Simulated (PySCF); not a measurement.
H2O. Atoms are numbered in the order given.

```xyz
3

O      0.0000     0.0000    -0.1171
H      0.0000    -0.7613     0.4682
H      0.0000     0.7613     0.4682
```

The structure is a stationary point at PBE0-D3(BJ)/def2-TZVPD.

Level of theory: HF/pcSseg-2 (PySCF).

GIAO shieldings, no solvent; atoms alike by connectivity are averaged. δ = σ(ref) − σ: ¹⁷O against H2O (σ = 326.0 ppm); ¹H against TMS (σ = 31.98 ppm), references at their B3LYP-D3(BJ)/def2-TZVP geometries, non-relativistic.

Computed chemical shifts:
| nucleus | atoms | count | δ (ppm) |
|---|---|---|---|
| ¹⁷O | O1 | 1 | -1.3 |
| ¹H | H2, H3 | 2 | 1.55 |
